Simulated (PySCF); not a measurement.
A structure optimised at PBE0-D3(BJ)/def2-TZVP, used in a PySCF frequency run:

```xyz
7

Se    -0.4020    -0.1722     0.5946
H     -1.2318    -1.0930    -0.2135
O      0.9823    -0.0896    -0.5415
C      0.7925     0.7778    -1.6425
H      0.5384     1.7930    -1.3224
H      1.7418     0.7948    -2.1827
H      0.0064     0.4101    -2.3117
```

Question: Write its SMILES and formula.

Answer: CO[SeH], CH4OSe

Question: What are its rotational constants (standard atomic weights)?

Answer: 37.074, 4.1828, 3.9734 GHz
